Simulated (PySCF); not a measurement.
# Peak assignment

Cartesian coordinates in Å; atom numbers follow the order of the lines, from 1:
```xyz
12

C    -1.6278   -0.6104   -0.7832
O    -0.2352   -0.5553   -0.5765
C     0.1577    0.2471    0.4388
F    -0.1459   -0.2906    1.6586
C     1.6749    0.4085    0.3587
F     2.0059    0.9965   -0.7885
F     2.0994    1.1780    1.3583
F     2.2963   -0.7594    0.4337
H    -1.8004   -1.2592   -1.6504
H    -2.0371    0.3936   -0.9977
H    -2.1464   -1.0319    0.0925
H    -0.3100    1.2522    0.3990
```

PySCF calculation with spin–spin couplings from B3LYP/pcJ-1 (spin–dipole term only in couplings to heteroatoms), shieldings: GIAO KT3/pcSseg-2 and structure optimised with PBE0-D3(BJ)/def2-SVP; equivalent nuclei averaged, no solvent, single conformer, no relativistic terms.

δ = σ(ref) − σ, references computed at the same level: 13C, 1H vs TMS.

Q: Assign these signals to the numbered atoms. 13C{1H} NMR (computed): δ 127.7 (qd, J = 348.5, 31.1 Hz), 109.4 (dq, J = 291.6, 42.1 Hz), 58.5.

A: 
| δ (ppm) | atoms | environment | reason |
| --- | --- | --- | --- |
| 127.7 | C5 | CF3 carbon | 3 electronegative neighbours deshield it |
| 109.4 | C3 | sp3 CH bonded to F and O | 2 electronegative neighbours deshield it |
| 58.5 | C1 | methyl carbon bonded to O | the inductive effect lowers its shielding |

Q: Assign these signals to the numbered atoms. 1H NMR (500 MHz, computed): δ 5.17 (dq, J = 70.1, 3.5 Hz, 1H), 3.57 (d, J = 2.5 Hz, 3H).

A: 
```tsv
δ (ppm)	atoms	environment	reason
5.17	H12	hydrogen on an sp3 CH bonded to F and O	its carbon carries F and O, which withdraws density
3.57	H9/H10/H11	hydrogen on a methyl carbon bonded to O	its carbon carries O, which withdraws density
```

C–F couplings over four or more bonds (about 3 Hz to the para carbon of a fluoroarene) are left out. Common functionals overestimate the size of one-bond C–F couplings by tens of Hz; these are unscaled. Splittings below 1 Hz are ignored in the labels, and close J values are merged. Shifts are as computed, not scaled to solution data. Of 1211 compounds with measured shifts, 218 miss one by over three times the rms of a fit or turn the order of signals round; such compounds aren't used in these exercises.
